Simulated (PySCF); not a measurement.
# Diatomic cations of Cu with the halogens

PBE0 with triple-zeta basis sets in PySCF, for the lowest determinant that a PBE0 search found; no spin–orbit coupling. De refers to high-spin ground-configuration atoms (the charge goes to the atom of lower measured ionisation energy or higher electron affinity, which is not always the lowest computed limit). A positive dipole points towards Cu; it is taken about the centre of mass and depends on that origin.

| M | basis | charged atom | state (unpaired electrons) | Re (Å) | ωe (cm⁻¹) | De (eV) | μ (D) |
| --- | --- | --- | --- | --- | --- | --- | --- |
| F | def2-TZVPPD | Cu+ | doublet (σ ↑) | 1.684 | 708 | 1.45 | 4.83 |
| Cl | def2-TZVPPD | Cu+ | doublet (π ↑) | 2.085 | 361 | 1.44 | 2.82 |
| Br | def2-TZVPPD | Cu+ | doublet (π ↑) | 2.238 | 255 | 1.52 | 3.92 |

The shortest bond is that of CuF⁺ (1.684 Å), the longest that of CuBr⁺ (2.238 Å).

The state changes along the series, so neighbouring rows are not always alike in their bonding.

Spin–orbit coupling is left out. For an ion De counts to the pair picked by the measured ionisation energies or electron affinities, which need not be the lowest pair at this level. With d or f electrons several states lie close, and the lowest PBE0 determinant need not be the measured ground state.
